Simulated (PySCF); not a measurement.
Does the answer move with the share of exact exchange?

Species: C₄H₇B.
Atom-mapped SMILES: `[BH2:1][C@H:2]1[CH:3]=[CH:4][CH2:5]1` (hydrogens: H6, H7 on B1; H8 on C2; H9 on C3; H10 on C4; H11, H12 on C5)

PySCF, def2-SVPD basis, density fitting, gas phase, PBE0-D3(BJ)/def2-SVP geometry; singlet excitations by full TDDFT with frozen cores, triplets by Tamm–Dancoff TDDFT and ionisation energies by ΔSCF, from the lowest of the holes tried. One functional is left out:

| functional | exact exchange (%) | HOMO energy (eV) | LUMO energy (eV) | lowest singlet excitation (eV) | lowest triplet excitation (eV) | dipole moment (D) | mean polarisability (au) | vertical ionisation energy (eV) |
| --- | --- | --- | --- | --- | --- | --- | --- | --- |
| LDA | 0 | -6.18 | -2.64 | 3.63 | 3.47 | 0.733 | 63.8 | 9.38 |
| PBE | 0 | -6.03 | -2.35 | 3.75 | 3.56 | 0.702 | 62.8 | 9.18 |
| B3LYP | 20 | -6.90 | -1.55 | 4.37 | 4.15 | 0.610 | 61.0 | 9.26 |
| BHandHLYP | 50 | -8.05 | -0.26 | 5.18 | 4.08 | 0.539 | 59.0 | 9.09 |

Task: Predict the row of PBE0 (25 % exact exchange) by straight lines through the other rows, and check it.

Result: 
```json
{"property": "HOMO energy (eV)", "line": "-7.08", "computed": "-7.12", "computed − line": "-0.04", "B3LYP (20 %), for comparison": "-6.90"}
{"property": "LUMO energy (eV)", "line": "-1.36", "computed": "-1.30", "computed − line": "+0.06", "B3LYP (20 %), for comparison": "-1.55"}
{"property": "lowest singlet excitation (eV)", "line": "4.46", "computed": "4.55", "computed − line": "+0.09", "B3LYP (20 %), for comparison": "4.37"}
{"property": "lowest triplet excitation (eV)", "line": "3.90", "computed": "4.17", "computed − line": "+0.27", "B3LYP (20 %), for comparison": "4.15"}
{"property": "dipole moment (D)", "line": "0.619", "computed": "0.622", "computed − line": "+0.003", "B3LYP (20 %), for comparison": "0.610"}
{"property": "mean polarisability (au)", "line": "61.0", "computed": "60.4", "computed − line": "-0.6", "B3LYP (20 %), for comparison": "61.0"}
{"property": "vertical ionisation energy (eV)", "line": "9.20", "computed": "9.23", "computed − line": "+0.03", "B3LYP (20 %), for comparison": "9.26"}
```

Task: Which of these properties follows the share of exact exchange most closely, and which least?

Result: Most closely the HOMO energy, least the vertical ionisation energy; the correlations over the tabulated rows are HOMO energy -0.998, lowest singlet excitation 0.996, LUMO energy 0.994, mean polarisability -0.972, dipole moment -0.969, lowest triplet excitation 0.805, vertical ionisation energy -0.713. The HOMO energy moves by -0.389 eV for every 10 %. Functionals with the same share still differ in their other parts: at 0 % LDA and PBE differ by 0.15 eV in it.
